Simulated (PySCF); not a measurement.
Molecule: `FC(/C=N\[H])=C\C(F)F`, C$_{4}$H$_{4}$F$_{3}$N.

Geometry (Å), atoms numbered from 1 in this order:
```xyz
12

N    -2.5397    0.2628    0.7914
C    -1.9464   -0.3986   -0.0928
C    -0.5087   -0.4307   -0.4043
F    -0.2015   -1.2602   -1.4180
C     0.4563    0.2576    0.2045
C     1.9037    0.1702   -0.1673
F     2.3727    1.3940   -0.5183
F     2.6398   -0.2173    0.9048
H    -1.9570    0.8595    1.3755
H    -2.5526   -1.0404   -0.7258
H     0.2266    0.9284    1.0175
H     2.1080   -0.5259   -0.9933
```

Frames of a GFN2-xTB Langevin trajectory at 400 K; GIAO PBE0/pcSseg-1 shieldings in PySCF 2.14, gas phase, non-relativistic; equivalent atoms averaged within each frame.

Scale: ¹⁵N (σ = 267.73 ppm) vs NH3; TMS for ¹³C (σ = 186.93 ppm), ¹H (σ = 31.72 ppm); ¹⁹F (σ = 170.95 ppm) against CFCl3 (reference shieldings calculated alike). The references are static minima.

Question: How do the shifts (ppm) fluctuate along the trajectory?

Answer: 
```
         time (fs)     N1     C3     C2     C6     C5      F4   F7/F8     H9   H10   H12
               250  416.4  170.3  163.9  121.5  114.4  -115.0  -118.1  14.76  8.05  7.67
               425  417.6  167.0  183.3  128.5  122.2  -127.2  -114.5  14.04  8.95  7.97
               625  356.8  181.2  162.3  124.8  115.6   -97.5  -105.7  11.86  7.94  8.30
               800  387.9  166.6  165.9  108.5  116.2  -126.0  -150.2  11.54  7.34  6.47
              1000  348.7  170.1  169.3  112.6  111.6  -112.6  -132.1  10.11  7.88  5.67
    mean of frames  385.5  171.0  168.9  119.2  116.0  -115.7  -124.1  12.46  8.03  7.21
standard deviation   32.3    5.9    8.5    8.4    3.9    12.0    17.4   1.91  0.58  1.11
```

5 frames give an uncertainty of the mean of about the standard deviation over 2.2 at best, since frames this close in time may not be independent; classical motion lacks zero-point vibration, and the reference would need the same averaging.
